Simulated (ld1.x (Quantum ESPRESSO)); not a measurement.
**oxygen (O): excitation energies, all-electron against TM**

- Element: oxygen
- Generator: ld1.x (Quantum ESPRESSO) 7.5
- Type: norm-conserving Troullier–Martins (Kleinman–Bylander form)
- Functional: PBE
- Relativity: scalar-relativistic
- Frozen core: [He]
- Valence charge: 6
- Reference configuration: 2s2 2p3 (charge +1)
- Partial waves: 2s (bound): rc 0.85 bohr; 2p (bound): rc 1.45 bohr; 3d channel at 0.25 Ry: rc 1.20 bohr
- Local potential: the d channel
- Core correction: Bessel-smoothed model core, default radius (core density twice the valence density)

Energies are relative to the spin-unpolarised reference configuration 2s2 2p3; without spin polarisation the order of configurations can differ from experiment. The frozen-core shift is the all-electron ΔE with the core orbitals held at their reference shape minus the fully relaxed ΔE.

```tsv
valence configuration	charge	ΔE all-electron (eV)	error AE − PS (meV)	frozen-core shift (meV)
2s2 2p4	0	-16.431	+14	+0.1
2s2 2p2	+2	33.586	+64	+0.6
2s2 2p1	+3	87.455	+458	+5.0
2s1 2p5	0	-1.481	+71	+0.5
2s2 2p0	+4	164.360	+1653	+20
2s0 2p6	0	13.506	+149	+1.6
```

Task: What are ΔE and the potential's error for 2s2 2p4.3?

Result: ΔE = -18.553 eV all-electron; the error (AE − PS) is +17 meV.

Levels in the configuration 2s2 2p4.3:

```csv
level,all-electron (eV),pseudo (eV)
2s,-19.981,-19.936
2p,-5.190,-5.196
```
